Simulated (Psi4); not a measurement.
F3In, singlet, geometry from GFN2-xTB (such geometries of metal compounds can be far from the true shape) (core potentials on In); TPSS/def2-SV(P) (Psi4 1.11).

The Psi4 input:
```
memory 2 GB

molecule mol {
0 1
In    0.000000    0.000000    0.000000
F    -1.677692   -1.020311    0.030266
F     0.015199    1.844970   -0.672648
F     1.662493   -0.824659    0.642382
}

set {
  basis def2-sv(p)
  reference uks
}

energy('tpss')
print_variables()
```

Q: What does Psi4 print? Leave out banner, timings and long lists.

A: 
```
   => Loading Basis Set <=

    Name: DEF2-SV(P)
    Role: ORBITAL
    Keyword: BASIS

    !!!  WARNING: ECP capability is in beta. Please check occupations closely.  !!!

         ---------------------------------------------------------
                                   SCF
               by Justin Turney, Rob Parrish, Andy Simmonett
                          and Daniel G. A. Smith
                              UKS Reference
         ---------------------------------------------------------

  ==> Geometry <==

    Molecular point group: cs
    Full point group: Cs

    Geometry (in Angstrom), charge = 0, multiplicity = 1:

       Center              X                  Y                   Z               Mass
    ------------   -----------------  -----------------  -----------------  -----------------
         IN           0.000000000000    -0.000000000000     0.000000000000   114.903878776000
         F           -0.968477530424     1.708406358981     0.000000000000    18.998403162730
         F            1.963761975637    -0.015477255807     0.000000000000    18.998403162730
         F           -0.995284445213    -1.692929103173     0.000000000000    18.998403162730

  Running in cs symmetry.

  Rotational constants: A =      0.15339  B =      0.15339  C =      0.07669 [cm^-1]
  Rotational constants: A =   4598.37346  B =   4598.37216  C =   2299.18641 [MHz]
  Nuclear repulsion =  190.589984474063726

  Charge       = 0
  Multiplicity = 1
  Electrons    = 48
  Nalpha       = 24
  Nbeta        = 24

  ==> Algorithm <==

  SCF Algorithm Type is DF.
  DIIS enabled.
  MOM disabled.
  Fractional occupation disabled.
  Guess Type is SAD.
  Energy threshold   = 1.00e-06
  Density threshold  = 1.00e-06
  Integral threshold = 1.00e-12

  ==> Primary Basis <==

  Basis Set: DEF2-SV(P)
    Blend: DEF2-SV(P)
    Number of shells: 28
    Number of basis functions: 68
    Number of Cartesian functions: 73
    Spherical Harmonics?: true
    Max angular momentum: 2

  Core potential: DEF2-SV(P)
    Number of shells: 4
    Number of ECP primitives: 18
    Number of ECP core electrons: 28
    Max angular momentum: 3

  ==> DFT Potential <==

   => LibXC <=

    Version 7.1.2
    S. Lehtola, C. Steigemann, M. J. T. Oliveira, and M. A. L. Marques,  SoftwareX 7, 1–5 (2018) (10.1016/j.softx.2017.11.002)

   => Composite Functional: TPSS <=

    TPSS Meta-GGA XC Functional

    J. Tao, et al., Phys. Rev. Lett., 91, 146401, 2003

    Deriv               =              1
    GGA                 =           TRUE
    Meta                =           TRUE

    Exchange Hybrid     =          FALSE
    MP2 Hybrid          =          FALSE

   => Exchange Functionals <=

    1.0000   XC_MGGA_X_TPSS

   => Correlation Functionals <=

    1.0000   XC_MGGA_C_TPSS

   => LibXC Density Thresholds  <==

    XC_MGGA_C_TPSS:  1.00E-15
    XC_MGGA_X_TPSS:  1.00E-15

   => Molecular Quadrature <=

    Radial Scheme          =       TREUTLER
    Pruning Scheme         =           NONE
    Nuclear Scheme         =       TREUTLER

    Blocking Scheme        =         OCTREE
    BS radius alpha        =              1
    Pruning alpha          =              1
    Radial Points          =             75
    Spherical Points       =            302
    Total Points           =          87296
    Total Blocks           =            736
    Max Points             =            255
    Max Functions          =             66
    Weights Tolerance      =       1.00E-15

   => Loading Basis Set <=

    Name: (DEF2-SV(P) AUX)
    Role: JKFIT
    Keyword: DF_BASIS_SCF

  ==> Integral Setup <==

  SCF_SUBTYPE=INCORE selected. In-core MEM_DF algorithm will be used.
  Using in-core AOs.

  ==> MemDFJK: Density-Fitted J/K Matrices <==

    J tasked:                   Yes
    K tasked:                    No
    wK tasked:                   No
    Algorithm:                 Core
    Schwarz Cutoff:           1E-12
    Mask sparsity (%):       2.7682
[...]
    Using symmetric orthogonalization.

  ==> Pre-Iterations <==

  SCF Guess: Superposition of Atomic Densities via on-the-fly atomic UHF (no occupation information).

   -------------------------
    Irrep   Nso     Nmo
   -------------------------
     A'        48      48
     A"        20      20
   -------------------------
    Total      68      68
   -------------------------

  ==> Iterations <==

                           Total Energy        Delta E     RMS |[F,P]|

   @DF-UKS iter SAD:  -488.01204643822524   -4.88012e+02   0.00000e+00
   @DF-UKS iter   1:  -489.22495381955150   -1.21291e+00   1.44964e-02 ADIIS/DIIS
   @DF-UKS iter   2:  -488.19390664152559    1.03105e+00   3.49475e-02 ADIIS/DIIS
   @DF-UKS iter   3:  -489.41240586032825   -1.21850e+00   3.13849e-03 ADIIS/DIIS
   @DF-UKS iter   4:  -489.41718643114746   -4.78057e-03   1.88380e-03 ADIIS/DIIS
   @DF-UKS iter   5:  -489.42045393508306   -3.26750e-03   6.53073e-04 ADIIS/DIIS
   @DF-UKS iter   6:  -489.42090347447061   -4.49539e-04   8.06864e-05 DIIS
   @DF-UKS iter   7:  -489.42091064102249   -7.16655e-06   6.66405e-06 DIIS
   @DF-UKS iter   8:  -489.42091059299520    4.80273e-08   9.68666e-06 DIIS
   @DF-UKS iter   9:  -489.42091069206668   -9.90715e-08   2.03051e-07 DIIS
  Energy and wave function converged.

  ==> Post-Iterations <==

   Electrons on quadrature grid:
      Nalpha   =   24.0000159715 ; deviation = 1.597e-05
      Nbeta    =   24.0000159715 ; deviation = 1.597e-05
      Ntotal   =   48.0000319429 ; deviation = 3.194e-05

   @Spin Contamination Metric:  -4.618527782E-14
   @S^2 Expected:                0.000000000E+00
   @S^2 Observed:               -4.618527782E-14
   @S   Expected:                0.000000000E+00
   @S   Observed:                0.000000000E+00

    Orbital Energies [Eh]
    ---------------------

    Alpha Occupied:

[...]
    Alpha Virtual:

[...]
    Beta Occupied:

[...]
    Beta Virtual:

[...]
    Final Occupation by Irrep:
             Ap   App
    DOCC [    18,    6 ]
    SOCC [     0,    0 ]
    NA   [    18,    6 ]
    NB   [    18,    6 ]

  @DF-UKS Final Energy:  -489.42091069206668

   => Energetics <=

    Nuclear Repulsion Energy =            190.5899844740637263
    One-Electron Energy =               -1133.5443384465661438
    Two-Electron Energy =                 501.6615897117443410
    DFT Exchange-Correlation Energy =     -48.1281464313086218
    Empirical Dispersion Energy =           0.0000000000000000
    VV10 Nonlocal Energy =                  0.0000000000000000
    Total Energy =                       -489.4209106920666841

  UHF NO Occupations:
  HONO-2 :   16 Ap 2.0000000
  HONO-1 :   17 Ap 2.0000000
  HONO-0 :   18 Ap 2.0000000
  LUNO+0 :   19 Ap 0.0000000
  LUNO+1 :   20 Ap 0.0000000
  LUNO+2 :   21 Ap 0.0000000
  LUNO+3 :   22 Ap 0.0000000

Computation Completed

Properties will be evaluated at   0.000000,   0.000000,   0.000000 [a0]

Properties computed using the SCF density matrix

 Multipole Moments:

 ------------------------------------------------------------------------------------
     Multipole            Electronic (a.u.)      Nuclear  (a.u.)        Total (a.u.)
 ------------------------------------------------------------------------------------

 L = 1.  Multiply by 2.5417464519 to convert [e a0] to [Debye]
 Dipole X            :         -0.0001114            0.0000000           -0.0001114
 Dipole Y            :         -0.0000565            0.0000000           -0.0000565
 Dipole Z            :          0.0000000            0.0000000            0.0000000
 Magnitude           :                                                    0.0001249

 ------------------------------------------------------------------------------------

  Variable Map:
  ----------------------------------------------------------------------------
[...]
  Array Variable Map:
  ----------------------------------------------------------------------------
[...]
[...]
```
